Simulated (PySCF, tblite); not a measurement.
Species: C₆H₅N₄ (charge -1).
Numbering: `[N:1]#[C:2][c:3]1[n-:4][n:5][n:6][c:7]1[CH:8]1[CH2:9][CH2:10]1` (hydrogens: H11 on C8; H12, H13 on C9; H14, H15 on C10)

The geometry is computed with GFN2-xTB (gas phase).

(1) List the bond lengths, angles and torsions at this level.

Results:

(1) 
```csv
bond,length (pm)
N1≡C2,115.7
C2–C3,138.4
C3–N4,136.0
N4–N5,129.9
N5–N6,132.5
N6–C7,133.5
C7–C8,146.7
"C8–C9, C8–C10",150.4
C9–C10,149.6
C3–C7,141.4
C8–H11,108.7
"C9–H12, C10–H14",108.2
"C9–H13, C10–H15",107.9
```

Bonds in one row agree within 1 pm and their mean is given. A selection of angles:
```csv
angle,degrees
N1–C2–C3,177.4
C2–C3–N4,125.9
C2–C3–C7,127.8
N4–C3–C7,106.2
C3–N4–N5,107.3
N4–N5–N6,112.3
N5–N6–C7,107.5
N6–C7–C8,125.0
C3–C7–N6,106.7
C3–C7–C8,128.3
C7–C8–C9,119.5
C7–C8–H11,113.5
C9–C8–C10,59.6
C9–C8–H11,117.3
C8–C9–C10,60.2
C8–C9–H12,118.6
C8–C9–H13,116.8
C10–C9–H12,118.7
C10–C9–H13,117.4
H12–C9–H13,114.6
```

Torsions: N6–C7–C8–C9 -35° (synclinal); C7–C8–C9–C10 109° (anticlinal); C7–C8–C10–C9 -109° (anticlinal).

Of the pairs four or more bonds apart, C2···H11 is among the closest relative to their van der Waals radii: 2.84 Å, 98 % of the sum of Bondi's values. N4 (two-coordinate ring nitrogen) is bent (angle 107.3°). The C–C distances run from 1.384 Å (C2–C3, drawn single) to 1.505 Å (C8–C9, drawn single), a spread of 0.121 Å. The 3-membered ring C8–C9–C10 has internal angles of 59.6° to 60.2°. N5 (ring nitrogen) is bent (angle 112.3°). C3 (substituted aromatic carbon) is planar (angles 127.8°, 125.9° and 106.2°, sum 360.0°, 0.00 Å off the plane of its three neighbours). The 5-membered ring C3–N4–N5–N6–C7 has internal angles of 106.2° to 112.3°; it is planar, 0.00 Å rms from its mean plane, widest ring torsion 0°.

Point group: Cs (tolerance 0.08 Å). Its GFN2-xTB frequencies are all real (lowest 40 cm⁻¹).

One conformer stands for the species.
